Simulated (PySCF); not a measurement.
SCF from a fresh guess for singlet Zr3, at the PBE0 minimum. PySCF input:

```python
from pyscf import gto, scf, dft
mol = gto.M(atom='''
Zr     1.073900     0.000000     0.000000
Zr    -0.536950     1.731840    -0.000000
Zr    -0.536950    -1.731840    -0.000000''',
    basis={'Zr': 'def2-TZVP'},
    ecp={'Zr': 'def2-TZVP'},
    charge=0, spin=0)
mf = dft.RKS(mol, xc='PBE0')
mf.grids.atom_grid = (50, 194)
aux = {'Zr': 'def2-universal-JKFIT'}
mf = mf.density_fit(auxbasis=aux)
mf.conv_tol = 1e-08
mf.diis_space = 10
mf.max_cycle = 60
mf.init_guess = 'minao'
mf.verbose = 4
mf.kernel()
```

Excerpt of the output (cycles and frontier levels):

```
init E= -124.891283374422
  HOMO = -0.794425419705525  LUMO = -0.740385983306802  gap/eV = 1.47049
cycle= 1 E= -137.425720438371  delta_E= -12.5  |g|= 3.71  |ddm|= 7.77
  HOMO = 0.0145252698319509  LUMO = 0.019680676429171  gap/eV = 0.14029
cycle= 2 E= -108.687460329653  delta_E= 28.7  |g|= 5.61  |ddm|= 76.9
  HOMO = -0.420416200406571  LUMO = -0.275890119854302  gap/eV = 3.93275
cycle= 3 E= -133.35650344007  delta_E= -24.7  |g|= 4.92  |ddm|= 76.3
  HOMO = -0.422305734649869  LUMO = -0.276445756311073  gap/eV = 3.96905
cycle= 4 E= -133.188612084388  delta_E= 0.168  |g|= 4.96  |ddm|= 0.156
  HOMO = -0.366074612781242  LUMO = -0.240498440622113  gap/eV = 3.41710
cycle= 5 E= -135.144987913643  delta_E= -1.96  |g|= 4.36  |ddm|= 1.71
  HOMO = -0.264700828166989  LUMO = -0.18392694763386  gap/eV = 2.19797
cycle= 6 E= -139.496259591653  delta_E= -4.35  |g|= 2.32  |ddm|= 4.26
  HOMO = -0.139911793764536  LUMO = -0.0930029530841696  gap/eV = 1.27645
... 28 lines left out ...
cycle= 21 E= -140.797758065929  delta_E= -5.18e-07  |g|= 0.000154  |ddm|= 0.00579
  HOMO = -0.116377695718794  LUMO = -0.0916068571351663  gap/eV = 0.67405
cycle= 22 E= -140.797758371735  delta_E= -3.06e-07  |g|= 8.49e-05  |ddm|= 0.00831
  HOMO = -0.1163814347615  LUMO = -0.0916146849656794  gap/eV = 0.67394
cycle= 23 E= -140.797758383611  delta_E= -1.19e-08  |g|= 6.84e-05  |ddm|= 0.000762
  HOMO = -0.116379302300056  LUMO = -0.0916119849163393  gap/eV = 0.67395
cycle= 24 E= -140.797758390817  delta_E= -7.21e-09  |g|= 5.45e-05  |ddm|= 0.000691
  HOMO = -0.116378335833327  LUMO = -0.0916126055581812  gap/eV = 0.67391
Extra cycle  E= -140.797758354268  delta_E= 3.65e-08  |g|= 0.000375  |ddm|= 0.000458
converged SCF energy = -140.797758354268
```

This is not the lowest solution: a stability analysis within the same restricted form found one 72.5 kJ/mol lower, at -140.82538 Eh.

At the minimum of this search the closed-shell solution is unstable towards spin polarisation, so a lower open-shell solution exists.

The search for the lowest solution, with the stability check, took 6.3 s on 4 threads of a shared Arm Neoverse V1 host, with 120 basis functions; the process peaked at 0.38 GiB. Launch command: `OMP_NUM_THREADS=4 python axn.py task.json out`.
